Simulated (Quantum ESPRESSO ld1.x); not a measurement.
Problem. The mean radii <r> (bohr) of the occupied orbitals of an atom or ion are listed with their occupations. Method: non-relativistic Kohn-Sham, PW91, spin-unpolarised, spherical densities, point nucleus; computed with ld1.x of Quantum ESPRESSO 7.5.

| orbital | occ. | <r> |
|---|---|---|
| 1s | 2 | 0.09711 |
| 2s | 2 | 0.4534 |
| 2p | 4 | 0.4055 |

Name the element and its charge.

Solution. Z = 16, sulfur, charge +8: S8+ in [He] 2s2 2p4. The 1s radius gives Z: for a bare nucleus <r> = 1.5/Z, 0.09375 bohr for Z = 16, and screening makes it slightly larger (0.09711 here). The occupations add up to 8, and the charge is Z minus that.
